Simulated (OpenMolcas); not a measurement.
# Er²⁺: effect of correlating more closed shells

```
Program             : OpenMolcas 26.06
Basis               : ANO-RCC-VTZP [8s7p5d3f2g1h]
Scalar Hamiltonian  : DKH2, point nucleus
Active space        : 12 electrons in 7 orbitals (4f)
State averaging     : 2S+1 = 3 even, 21 roots; 2S+1 = 1 even, 28 roots (27 in the spin-orbit step)
Spin-orbit coupling : state interaction with AMFI integrals over the reference wave functions, term energies averaged over their components
```

Methods on the same reference wave functions:
A. CASSCF
B. SS-CASPT2, IPEA 0.25 Eh, imaginary shift 0.1 Eh (closed shells correlated: none)
C. SS-CASPT2, IPEA 0.25 Eh, imaginary shift 0.1 Eh (closed shells correlated: 5s 5p)
D. SS-CASPT2, IPEA 0.25 Eh, imaginary shift 0.1 Eh (closed shells correlated: 4d 5s 5p)

Energies in eV above 4f¹² ³H₆, the measured ground level; measured values from Martin, Zalubas and Hagan, Atomic Energy Levels: The Rare-Earth Elements, NSRDS-NBS 60 (1978); the list in Deprince et al., Eur. Phys. J. D 78, 105 (2024).

```csv
Level,A,B,C,D,Measured
4f¹² ³H₆,0.0000,0.0000,0.0000,0.0000,0.0000
4f¹² ³F₄ [51 %],0.7775,0.674,0.625,0.601,
4f¹² ³H₅,0.8766,0.878,0.879,0.880,0.8641
4f¹² ³H₄ [60 %],1.4323,1.378,1.357,1.348,1.3372
4f¹² ³F₃,1.7906,1.626,1.550,1.514,1.5464
4f¹² ³F₂,1.9577,1.765,1.671,1.627,1.6390
4f¹² ¹G₄ [60 %],2.3679,2.326,2.316,2.309,2.2793
4f¹² ¹D₂ [52 %],3.8725,3.494,3.311,3.226,
4f¹² ¹I₆,4.6560,4.387,4.228,4.066,
4f¹² ³P₁,5.1416,4.625,4.390,4.274,
4f¹² ³P₂ [67 %],5.1920,4.720,4.504,4.400,
4f¹² ³P₀,5.2834,4.767,4.532,4.415,
```

Deviations, from unrounded energies. A percentage is the sum of absolute deviations over the sum of measured energies, with the sign that they share, or ± where signs differ.

```
                        Against measurement  Levels      A     B     C     D
             mean absolute deviation (cm-1)       5   1200   500   170   160
      fine structure of the ground term (%)       2   +4.9  +2.5  +1.6  +1.2
other terms of the ground configuration (%)       3  +11.9  +4.6  +1.3  ±1.3
```

C, D lie about equally close to measurement and A furthest from it. The largest miss of D in the table is 4f¹² ³F₃, by -260 cm-1. The ranking rests on the paired levels alone, and a cruder setting can come out closer through cancelling errors.

Among B to D the level of the table that moves most is 4f¹² ³P₀, by 2800 cm-1 (lowest in D, highest in B). Moves below CASPT2's spread within the term are not significant.

The mean deviations of B to D differ by less than CASPT2's widest spread within a term (1600 cm-1), so their order carries little weight.

From A to B the spin-free energies of the other terms of 4f¹² shown, above ³H, scale by factors of 0.82 to 0.96, as is usual when dynamic correlation screens the repulsion within a d or f shell.

The lowest spin-free term lies below A's lowest term by 0.588 hartree in B, 1.132 hartree in C, 1.626 hartree in D.

What an inner shell adds also hangs on whether the basis holds functions to correlate it.

Term energies are means over components that CASPT2 splits; among the terms shown or strongly mixed into the levels shown the widest spread is 1600 cm-1 (4f¹² ¹I, D). Some high roots are left out of the spin-orbit mixing, which shifts the levels that they would mix with. Without dynamic correlation excited terms often stand tens of per cent too high (terms of higher spin than the ground term too low), and those without a measured partner can miss by more than the paired ones (holds for A). The CASPT2 spread within a term exceeds the gap to the next term for 4f¹² ¹I and 4f¹² ³P, so the order of their levels is uncertain (holds for C; D). Computed and measured levels are paired by configuration, term and J; levels that our copy of the source lacks, or whose pairing is in doubt (as where it misses far off the trend of its configuration), stay unpaired and out of the deviations. Levels of configurations outside the active space are missing.

A share in square brackets marks a mixed level and gives the weight of the term that names it, the lowest over the columns.
